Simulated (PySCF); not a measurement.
Predicted microwave data (CAM-B3LYP/def2-SVPD in PySCF (dipole) on a GFN2-xTB geometry, gas phase) for one isomer of C6H10OSi:

- Rotational constants: A = 3867, B = 1025, C = 850.2 MHz
- Dipole components: |μa| = 0.86 D, |μb| = 0.10 D, |μc| = 0.19 D
- Inertial defect: -29.15 u·Å²
- κ: -0.88

Question: Which structure is it? (One computed conformer of each.)
A. `[CH2:1]=[C:2]([C:3]#[C:4][SiH2:5][CH3:6])[CH2:7][OH:8]` with C1–C2–C7–O8 128°, C2–C7–O8–H 50°
B. `[CH2:1]=[CH:2][C:3](=[CH2:4])[C:5](=[CH2:6])[O:7][SiH3:8]` with C1–C2–C3–C4 -157°, C2–C3–C5–C6 39°, C3–C5–O7–Si8 -174°
C. `[CH2:1]=[CH:2][SiH2:3][O:4][C:5]1=[CH:6][CH2:7][CH2:8]1` with C1–C2–Si3–O4 178°, C2–Si3–O4–C5 180°, Si3–O4–C5–C6 178°
D. `[CH:1]#[C:2][CH2:3][C@H:4]1[CH2:5][CH2:6][O:7][SiH2:8]1` with C2–C3–C4–C5 64°, C3–C4–C5–C6 160°, C4–C5–C6–O7 -39°, C5–C6–O7–Si8 24°, C6–O7–Si8–C4 -2°

Answer: D. It is C#CC[C@H]1CCO[SiH2]1, an asymmetric top, point group C1. The candidates at the same level (rigid rotor, commonest isotopes):

```csv
SMILES,A (MHz),B (MHz),C (MHz),μa (D),μb (D),μc (D),Δ (u·Å²),point group,rotor
C=C[SiH2]OC1=CCC1,7320,721.3,667.1,0.60,0.75,0.01,-12.13,near Cs,near-prolate asymmetric top
C=CC(=C)C(=C)O[SiH3],3372,996.2,839.6,0.11,0.29,0.18,-55.26,C1,asymmetric top
C=C(C#C[SiH2]C)CO,3280,689.5,591.2,1.27,1.57,0.71,-32.27,C1,near-prolate asymmetric top
C#CC[C@H]1CCO[SiH2]1,3867,1025,850.2,0.86,0.10,0.19,-29.15,C1,asymmetric top
```

`C=C[SiH2]OC1=CCC1` has A 89 % too high; `C=CC(=C)C(=C)O[SiH3]` has A 13 % too low; `C=C(C#C[SiH2]C)CO` has B 33 % too low. No structure here is proved a minimum.
